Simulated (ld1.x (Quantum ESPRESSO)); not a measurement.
# Configuration tests for palladium (PAW)

| Quantity | Value |
| --- | --- |
| Element | Pd (Z = 46) |
| Generator | ld1.x (Quantum ESPRESSO) 7.5 |
| Type | PAW |
| Functional | PBE |
| Relativity | fully relativistic |
| Frozen core | [Kr] |
| Valence charge | 10 |
| Reference configuration | 4d10 5s0 5p0 |
| Partial waves | 5s (bound, empty): rcut 2.30, rcutus 2.60 bohr; 5s channel at 0.3 Ry: rcut 2.30, rcutus 2.60 bohr; 5p (bound, empty): rcut 3.20, rcutus 3.70 bohr; 5p channel at 0.85 Ry: rcut 3.20, rcutus 3.70 bohr; 4d (bound): rcut 1.44, rcutus 1.52 bohr; 4d channel at 0.15 Ry: rcut 1.44, rcutus 1.52 bohr |
| Local potential | all-electron potential smoothed inside 2.10 bohr (lloc = -2) |
| Core correction | Bessel-smoothed model core, default radius (core density twice the valence density) |
| Augmentation charge | BESSEL, radius 1.55 bohr |

Open shells are filled in proportion to 2j + 1 (rel_dist='average').

Energies are relative to the spin-unpolarised reference configuration 4d10 5s0 5p0; without spin polarisation the order of configurations can differ from experiment.

Task: Give the all-electron excitation energy and the error of the potential for: 4d9 5s0 5p0; 4d8 5s0 5p0; 4d7 5s0 5p0; 4d9 5s1 5p0; 4d9 5s0 5p1; 4d6 5s0 5p0; 4d8 5s1 5p0.

Result:

```tsv
valence configuration	charge	ΔE all-electron (eV)	error AE − PS (meV)
4d9 5s0 5p0	+1	9.119	-19
4d8 5s0 5p0	+2	29.938	-156
4d7 5s0 5p0	+3	64.296	-574
4d9 5s1 5p0	0	1.503	-23
4d9 5s0 5p1	0	5.238	-12
4d6 5s0 5p0	+4	113.635	-1481
4d8 5s1 5p0	+1	13.644	-126
```

The ghost test of this file was not conclusive.
